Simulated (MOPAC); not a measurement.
Input for MOPAC: PM6 on GeH4O2 (SMILES [OH][GeH2][OH]), a point of a torsion scan.

```
PM6 1SCF PRECISE CHARGE=0 THREADS=1
GeH4O2

O      1.35713984 1     0.47626779 1     0.26000481 1
Ge    -0.00852494 1    -0.56108875 1    -0.07588206 1
O      0.55319425 1    -2.10843627 1     0.42698899 1
H      1.27811696 1     1.40434529 1     0.05804033 1
H     -1.19130435 1    -0.16604812 1     0.76352224 1
H     -0.29735320 1    -0.59103223 1    -1.55098343 1
H      1.44766839 1    -2.10338522 1     0.76408208 1
```

Output:

```
*******************************************************************************
 **                                                                           **
 **                              MOPAC v23.2.5                                **
 **                                                                           **
 *******************************************************************************
 ** MOPAC's Digital Object Identifier: https://doi.org/10.5281/zenodo.6511958 **
 **                                                                           **
 ** Please cite the open-source release paper for use of this MOPAC version:  **
 ** J. E. Moussa and J. J. P. Stewart (2026)                                  **
 ** MOPAC: An open-source semiempirical molecular orbital program             **
 ** J. Open Source Softw., 11(119), 8025, https://doi.org/10.21105/joss.08025 **
 *******************************************************************************

                              PM6 CALCULATION RESULTS

 *******************************************************************************
 *  PM6        - The PM6 Hamiltonian to be used
 *
 *
 *
 *                 CHARGE ON SYSTEM = 0
 *
 *
 *
 *  PRECISE    - TIGHTER CRITERIA TO BE USED
 *  1SCF       - DO 1 SCF AND THEN STOP
 *  THREADS=1  - MULTI-THREADING NOT USED
 *  T=         - A TIME OF 172800.0 SECONDS REQUESTED
 *  DUMP=N     - RESTART FILE WRITTEN EVERY 7200.0 SECONDS REQUESTED
 *******************************************************************************
PM6 1SCF PRECISE CHARGE=0 THREADS=1
 GeH4O2

   ATOM   CHEMICAL          X               Y               Z
  NUMBER   SYMBOL      (ANGSTROMS)     (ANGSTROMS)     (ANGSTROMS)

     1       O          1.35713984  *   0.47626779  *   0.26000481  *
     2      Ge         -0.00852494  *  -0.56108875  *  -0.07588206  *
     3       O          0.55319425  *  -2.10843627  *   0.42698899  *
     4       H          1.27811696  *   1.40434529  *   0.05804033  *
     5       H         -1.19130435  *  -0.16604812  *   0.76352224  *
     6       H         -0.29735320  *  -0.59103223  *  -1.55098343  *
     7       H          1.44766839  *  -2.10338522  *   0.76408208  *



          CARTESIAN COORDINATES

    NO.       ATOM           X           Y           Z

     1         O          1.3571      0.4763      0.2600
     2        Ge         -0.0085     -0.5611     -0.0759
     3         O          0.5532     -2.1084      0.4270
     4         H          1.2781      1.4043      0.0580
     5         H         -1.1913     -0.1660      0.7635
     6         H         -0.2974     -0.5910     -1.5510
     7         H          1.4477     -2.1034      0.7641

 General Reference for PM6:
 "Optimization of Parameters for Semiempirical Methods V: Modification of NDDO Approximations
 and Application to 70 Elements", J. J. P. Stewart, J. Mol. Mod., 13, 1173-1213 (2007)
 URL: https://link.springer.com/article/10.1007/s00894-007-0233-4

           Empirical Formula: H4 O2 Ge  =     7 atoms



      MOLECULAR POINT GROUP   :   Cs


      RHF CALCULATION, NO. OF DOUBLY OCCUPIED LEVELS = 10


 -------------------------------------------------------------------------------
 PM6 1SCF PRECISE CHARGE=0 THREADS=1
 GeH4O2



     1SCF WAS SPECIFIED, SO BFGS WAS NOT USED
     SCF FIELD WAS ACHIEVED


                              PM6 CALCULATION
                                                       MOPAC v23.2.5 Linux




          FINAL HEAT OF FORMATION =        -88.16740 KCAL/MOL =    -368.89239 KJ/MOL


          COSMO AREA              =         95.67 SQUARE ANGSTROMS
          COSMO VOLUME            =         81.62 CUBIC ANGSTROMS

          IONIZATION POTENTIAL    =         10.258672 EV
          HOMO LUMO ENERGIES (EV) =        -10.259  1.028
          NO. OF FILLED LEVELS    =         10
          MOLECULAR WEIGHT        =        108.6204         POINT GROUP:  Cs

          MOLECULAR DIMENSIONS (Angstroms)

            Atom       Atom       Distance
            H     4    O     3     3.60573
            H     7    H     5     2.97931
            H     5    H     6     2.27907


          SCF CALCULATIONS        =          1





   ATOM   CHEMICAL          X               Y               Z
  NUMBER   SYMBOL      (ANGSTROMS)     (ANGSTROMS)     (ANGSTROMS)

     1       O          1.35713984  *   0.47626779  *   0.26000481  *
     2      Ge         -0.00852494  *  -0.56108875  *  -0.07588206  *
     3       O          0.55319425  *  -2.10843627  *   0.42698899  *
     4       H          1.27811696  *   1.40434529  *   0.05804033  *
     5       H         -1.19130435  *  -0.16604812  *   0.76352224  *
     6       H         -0.29735320  *  -0.59103223  *  -1.55098343  *
     7       H          1.44766839  *  -2.10338522  *   0.76408208  *

                             CARTESIAN COORDINATES

   1    O        1.357139840     0.476267790     0.260004810
   2   Ge       -0.008524940    -0.561088750    -0.075882060
   3    O        0.553194250    -2.108436270     0.426988990
   4    H        1.278116960     1.404345290     0.058040330
   5    H       -1.191304350    -0.166048120     0.763522240
   6    H       -0.297353200    -0.591032230    -1.550983430
   7    H        1.447668390    -2.103385220     0.764082080


           Empirical Formula: H4 O2 Ge  =     7 atoms



      MOLECULAR POINT GROUP   :   Cs


                  EIGENVALUES
 -28.50378 -28.35667 -20.34083 -17.57745 -15.94485 -14.05052 -12.71497 -12.11803
 -11.82493 -10.25867   1.02768   1.15551   2.67992   2.94042   5.60748   5.89295


              NET ATOMIC CHARGES AND DIPOLE CONTRIBUTIONS

  ATOM NO.   TYPE          CHARGE      No. of ELECS.   s-Pop       p-Pop
    1          O          -0.791908        6.7919     1.72356     5.06835
    2         Ge           0.891354        3.1086     1.11771     1.99094
    3          O          -0.732301        6.7323     1.72310     5.00920
    4          H           0.339341        0.6607     0.66066
    5          H          -0.026732        1.0267     1.02673
    6          H          -0.027187        1.0272     1.02719
    7          H           0.347433        0.6526     0.65257
 DIPOLE           X         Y         Z       TOTAL
 POINT-CHG.    -2.454     2.080    -1.342     3.485
 HYBRID         0.827     0.163     0.287     0.890
 SUM           -1.626     2.243    -1.055     2.965


          ATOMIC ORBITAL ELECTRON POPULATIONS

     Atom    s        px        py        pz
    1  O   1.72356   1.74008   1.39812   1.93014
    2 Ge   1.11771   0.64635   0.50028   0.84431
    3  O   1.72310   1.49250   1.63598   1.88072
    4  H   0.66066
    5  H   1.02673
    6  H   1.02719
    7  H   0.65257

 **********************
 *                    *
 * JOB ENDED NORMALLY *
 *                    *
 **********************




 == MOPAC DONE ==
```

The run finished.

Cost: around 0.03 core-seconds (rough).
